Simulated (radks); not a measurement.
Excited configurations of Ti: one electron is placed in a higher orbital outside [Ar] 3d2 4s1. The ground configuration is [Ar] 3d2 4s2. All-electron calculation, scalar-relativistic Kohn-Sham, PBE, spin-unpolarised, spherical densities, finite nucleus; Fermi nuclear charge, rms radius 3.5921 fm. Program: a radial shooting solver on a logarithmic mesh with Libxc functionals. Excitation = E - E(ground); binding = E(ion) - E, where the ion is the core of charge +1; n* = 1/sqrt(2 binding) in atomic units, and the quantum defect is n - n*.

outer orbital  excitation (eV)  binding (eV)     n*  quantum defect  eigenvalue (eV)  <r> (bohr)
4d                       5.710         1.637  2.883           1.117           -0.716       9.910
5s                       4.966         2.381  2.391           2.609           -1.400       9.062
5d                       6.314         1.033  3.629           1.371           -0.575       18.67
5f                       6.708         0.639  4.616           0.384           -0.367       28.92
6s                       6.067         1.281  3.260           2.740           -0.788       17.24
7s                       6.544         0.803  4.117           2.883           -0.519       27.87
7p                       6.675         0.672  4.499           2.501           -0.433       32.65
7d                       6.863         0.484  5.300           1.700           -0.315       44.40
7f                       6.996         0.351  6.225           0.775           -0.230       60.79

The Delta-SCF ionisation energy is 7.347 eV (NIST Atomic Spectra Database: 6.828 eV, measured). Self-interaction in the functional shifts the binding energies and quantum defects, so they are the method's values and not measured ones. Spin polarisation and multiplet splitting are left out, so open shells lie too high by an amount that depends on their filling.

Beside tabulated values, note that spin-unpolarised runs miss the spin-polarisation part of the exchange energy of open shells.
